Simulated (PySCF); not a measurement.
C3H5NOSi, SMILES O=C[SiH2]CC#N. Atoms are numbered in the order given.

```xyz
11

N      0.0496     3.2597     0.0000
C      0.3492     2.1395     0.0000
C      0.6721     0.7230     0.0000
Si    -0.8717    -0.3906     0.0000
C     -0.1548    -2.1891     0.0000
O      1.0435    -2.3634     0.0000
H      1.2807     0.4674    -0.8830
H      1.2807     0.4674     0.8830
H     -1.7003    -0.1720     1.2176
H     -1.7003    -0.1720    -1.2176
H     -0.8517    -3.0742     0.0000
```

Coordinates come from a B3LYP-D3(BJ)/def2-SVP optimisation. The structure was generated by enumeration, and PubChem lists no compound with its InChIKey, so it may never have been made. Other conformers were not sampled.

Two levels are set side by side: PBE/pcSseg-1 (PySCF) and B3LYP/pcSseg-1 (PySCF). GIAO shifts against H2O (¹⁷O), NH3 (¹⁵N), TMS (²⁹Si), TMS (¹H), TMS (¹³C) at the same level; non-relativistic, no solvent, atoms listed together averaged. Differences are taken from unrounded values.

```tsv
quantity	B3LYP
δ(¹⁵N) of N1 (ppm)	310.3
δ(¹³C) of C2 (ppm)	121.0
δ(¹³C) of C3 (ppm)	-2.4
δ(²⁹Si) of Si4 (ppm)	-51.3
δ(¹³C) of C5 (ppm)	245.0
δ(¹⁷O) of O6 (ppm)	946.2
δ(¹H) of H7, H8 (ppm)	1.93
δ(¹H) of H9, H10 (ppm)	4.66
δ(¹H) of H11 (ppm)	12.21
```

### Question
What does PBE give, and how far is it from B3LYP? (Estimate from the structure and the level; the computed values follow.)

### Answer

```
quantity                  PBE  PBE minus B3LYP
----------------------  -----  ---------------
δ(¹⁵N) of N1 (ppm)      306.3             -4.0
δ(¹³C) of C2 (ppm)      117.8             -3.2
δ(¹³C) of C3 (ppm)       -2.0              0.3
δ(²⁹Si) of Si4 (ppm)    -53.9             -2.6
δ(¹³C) of C5 (ppm)      244.1             -0.9
δ(¹⁷O) of O6 (ppm)      930.8            -15.3
δ(¹H) of H7, H8 (ppm)    1.95             0.02
δ(¹H) of H9, H10 (ppm)   4.87             0.21
δ(¹H) of H11 (ppm)      12.57             0.36
```

Rough cost on one machine, each run with all the roots and properties that it gave: B3LYP against PBE within a factor of 2.
